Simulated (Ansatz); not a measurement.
Gas-phase reaction in SMILES: O=BCl → O=BCl as doublet, charge +1 + e-
Geometries: B3LYP-D3(BJ)/def2-TZVP minima from Ansatz (a first-principles code).

Wanted: adiabatic ionisation energy (electronic energy difference), in eV. Correlated levels leave the core frozen unless marked. Open shells are spin-unrestricted. No spin-orbit coupling. Non-relativistic unless marked X2C. CBS marks a two-point X^-3 extrapolation of the correlation energy; Hartree-Fock from the larger set.

```tsv
level	program	adiabatic ionisation energy (eV)
B3LYP/def2-TZVPD	Ansatz	12.35
PBE0-D4/def2-TZVP	Ansatz + dftd4	12.28
r2SCANh/def2-TZVPD	Ansatz	12.22
r2SCAN0/def2-TZVPD	Ansatz	12.21
HSE06-D3(BJ)/def2-TZVPD	Ansatz + dftd3	12.28
CAM-B3LYP/def2-TZVPD	Ansatz	12.46
wB97M-V/def2-TZVPD	Ansatz	12.37
CCSD/cc-pV(D+d)Z	Ansatz	12.07
CCSD(T)/STO-3G	Ansatz	10.11
CCSD(T)/aug-cc-pV(D+d)Z	Ansatz	12.32
CCSD(T)/cc-pVTZ	Ansatz	12.40
CCSD(T)/cc-pwCVTZ	Ansatz	12.41
CCSD(T)/cc-pV(Q+d)Z	Ansatz	12.53
X2C-CCSD(T)/cc-pVTZ-DK	Ansatz	12.39
CCSD(T)/CBS(cc-pV(T+d)Z,cc-pV(Q+d)Z)	Ansatz	12.63
```
